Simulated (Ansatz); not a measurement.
`C[S][Hf]([OH])([S]C)[S]C` at its PBE0-D4/def2-TZVP geometry, where that method's forces vanish. The species carries charge 0 and has multiplicity 1. Hf takes the def2 core potential.

```xyz
18

C     2.8280    1.2507    0.6913
S     2.4332   -0.5338    0.6527
Hf    0.0574   -0.2421    0.2775
O    -0.2536    1.0296   -1.1173
S    -0.9511    0.4891    2.3549
C    -2.5738    0.8925    1.6163
S    -0.8847   -2.3999   -0.2920
C    -0.1662   -2.4561   -1.9721
H     1.9390    1.8853    0.7380
H     3.4233    1.4466    1.5821
H     3.3995    1.5142   -0.1974
H    -0.4529    1.6508   -1.8093
H    -3.3467    0.4018    2.2064
H    -2.7239    1.9710    1.6382
H    -2.6734    0.5454    0.5838
H     0.5617   -1.6606   -2.1546
H     0.3480   -3.4091   -2.0894
H    -0.9637   -2.3756   -2.7094
```

Q: What forces (eV/Å) does PBE-D4/def2-TZVPP give on these atoms in Ansatz 0.2.0? (An estimate is asked.)

A: Ansatz gave: 
```
C1   0.007  0.036 -0.008
S2   0.070 -0.293  0.028
Hf3  0.021 -0.087  0.098
O4   0.048 -0.096  0.111
S5   0.194 -0.032  0.235
C6  -0.032  0.014 -0.020
S7  -0.156 -0.119  0.234
C8   0.009  0.002 -0.038
H9  -0.179  0.126  0.014
H10  0.127  0.049  0.183
H11  0.125  0.065 -0.182
H12 -0.099  0.310 -0.345
H13 -0.168 -0.096  0.119
H14 -0.041  0.223  0.003
H15 -0.022 -0.072 -0.202
H16  0.148  0.156 -0.034
H17  0.107 -0.198 -0.035
H18 -0.159  0.013 -0.161
```
